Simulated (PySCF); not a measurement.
**Correlation energy of Br²⁺ (bromine, charge +2)**

[Ar] 3d10 4s2 4p3, high-spin 4S determinant. All numbers are calculated (PySCF 2.14, the spin-free X2C one-electron Hamiltonian (Gaussian nucleus), in x2c-SVPall (5s4p3d, 32 functions)). Frozen: [Ar] 3d10; 5 electrons correlated.

MP2 pair energies summed by pair of shells (mhartree):

| pair | energy | share (%) |
| --- | --- | --- |
| 4s-4p | -40.24 | 65.5 |
| 4p-4p | -14.74 | 24.0 |
| 4s-4s | -6.47 | 10.5 |

Total MP2 correlation energy: -61.45 mhartree.

Same-spin part -16.36 and opposite-spin part -45.09 mhartree; SCS-MP2 scales them by 1/3 and 6/5 to -59.56 mhartree.

```
  level  correlation energy (mhartree)
   CCSD                         -76.65
    (T)                          -0.77
CCSD(T)                         -77.42
```

Diagnostics: T1 = 0.00089, D1 = 0.0022, largest double amplitude 0.057.

Cost of the coupled-cluster step: 0.14 s of wall time on 1 thread of Neoverse-V1 (shared host), for 5 correlated electrons.

Iterations:

```
CC2 = 0
CCSD nocc = (np.int64(4), np.int64(1)), nmo = (18, 18)
frozen orbitals [[0, 1, 2, 3, 4, 5, 6, 7, 8, 9, 10, 11, 12, 13], [0, 1, 2, 3, 4, 5, 6, 7, 8, 9, 10, 11, 12, 13]]
max_cycle = 100
direct = 0
conv_tol = 1e-08
conv_tol_normt = 1e-06
diis_space = 8
diis_start_cycle = 0
Init t2, MP2 energy = -0.0614500071695915
Init E_corr(UCCSD) = -0.0614500071696081
cycle = 1  E_corr(UCCSD) = -0.073415858129391  dE = -0.011965851  norm(t1,t2) = 0.0338088
cycle = 2  E_corr(UCCSD) = -0.0758473720726538  dE = -0.00243151394  norm(t1,t2) = 0.00873841
cycle = 3  E_corr(UCCSD) = -0.0766647852830586  dE = -0.00081741321  norm(t1,t2) = 0.00277794
cycle = 4  E_corr(UCCSD) = -0.0766505192720141  dE = 1.4266011e-05  norm(t1,t2) = 0.000275548
cycle = 5  E_corr(UCCSD) = -0.0766506975607074  dE = -1.78288693e-07  norm(t1,t2) = 2.13393e-05
cycle = 6  E_corr(UCCSD) = -0.0766504942875105  dE = 2.03273197e-07  norm(t1,t2) = 4.39524e-06
cycle = 7  E_corr(UCCSD) = -0.0766506042453163  dE = -1.09957806e-07  norm(t1,t2) = 4.35966e-07
cycle = 8  E_corr(UCCSD) = -0.0766505901726268  dE = 1.40726894e-08  norm(t1,t2) = 7.28386e-08
cycle = 9  E_corr(UCCSD) = -0.0766505867245529  dE = 3.44807392e-09  norm(t1,t2) = 3.07848e-08
UCCSD converged
E(UCCSD) = -2602.892004154893  E_corr = -0.07665058672455291
UCCSD(T) correction = -0.000766051529551325
```
